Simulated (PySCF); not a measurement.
**Spinor energies of Pb (lead, neutral)**

Start: [Xe] 4f14 5d10 6s2 6p1 7s1; 6p3/2 filled at m_j = +3/2; 7s1/2 filled at m_j = +1/2. Calculated with PySCF 2.14 in x2c-SVPall-2c with one added diffuse shell each of s, p type (8s12p7d2f, 93 functions): generalised Hartree-Fock with the X2C-1e Hamiltonian and a Gaussian nucleus; one run each with spin-orbit coupling (SO) switched off, then screened by Boettger's factors. This is a chosen level, not necessarily the ground level.

| spinor shell | electrons | ε, spin-free (eV) | ε, screened SO (eV) | weight of nominal j (screened SO) | rms radius, screened SO (bohr) |
| --- | --- | --- | --- | --- | --- |
| 1s1/2 | 2 | -88506.3 | -88467.6 | 1.000 | 0.0181 |
| 2s1/2 | 2 | -15992.5 | -15980.2 | 1.000 | 0.0730 |
| 2p1/2 | 2 | -13738.9 | -15323.7 | 1.000 | 0.0617 |
| 2p3/2 | 4 | -13738.9 | -13128.5 | 1.000 | 0.0700 |
| 3s1/2 | 2 | -3915.1 | -3911.1 | 1.000 | 0.186 |
| 3p1/2 | 2 | -3259.0 | -3615.5 | 1.000 | 0.178 |
| 3p3/2 | 4 | -3259.0 | -3118.7 | 1.000 | 0.195 |
| 3d3/2 | 4 | -2576.3 | -2637.0 | 1.000 | 0.171 |
| 3d5/2 | 6 | -2576.3 | -2532.4 | 1.000 | 0.175 |
| 4s1/2 | 2 | -928.71 | -927.61 | 1.000 | 0.408 |
| 4p1/2 | 2 | -709.99 | -798.25 | 1.000 | 0.412 |
| 4p3/2 | 4 | -709.99 | -675.18 | 1.000 | 0.446 |
| 4d3/2 | 4 | -450.46 | -463.68 | 1.000 | 0.459 |
| 4d5/2 | 6 | -450.46 | -440.81 | 1.000 | 0.464 |
| 5s1/2 | 2 | -170.60 | -170.65 | 1.000 | 0.916 |
| 4f5/2 | 6 | -162.56 | -164.95 | 1.000 | 0.495 |
| 4f7/2 | 8 | -162.56 | -160.07 | 1.000 | 0.496 |
| 5p1/2 | 2 | -107.50 | -124.24 | 1.000 | 0.983 |
| 5p3/2 | 4 | -107.50 | -101.34 | 1.000 | 1.07 |
| 5d3/2 | 4 | -32.643 | -34.331 | 0.999 | 1.37 |
| 5d5/2 | 6 | -32.643 | -31.791 | 0.999 | 1.40 |
| 6s1/2 | 2 | -17.955 | -18.112 | 1.000 | 2.46 |
| 6p3/2 | 1 | -8.949 | -8.493 | 1.000 | 3.57 |
| 7s1/2 | 1 | -2.818 | -2.869 | 1.000 | 6.70 |

```
   quantity     spin-free   screened SO
E (hartree)  -20864.32183  -20901.98959
        M_J             2             2
       ⟨J²⟩         6.007         6.007
       ⟨L²⟩         2.005         2.194
       ⟨S²⟩         2.002         2.192
```

Each row is a mean over spinors that exchange with the open shell spreads, by up to 1.775 eV (6s1/2).

Breit and QED terms are absent; they matter most for the inner s and p1/2 levels.

Densities and radii are taken from the X2C orbitals without a picture-change correction, which distorts them close to the nucleus.

Without spin-orbit coupling the j labels of p, d and f shells carry no meaning; the spin-free column gives the mean over the occupied spinors of each nl shell.
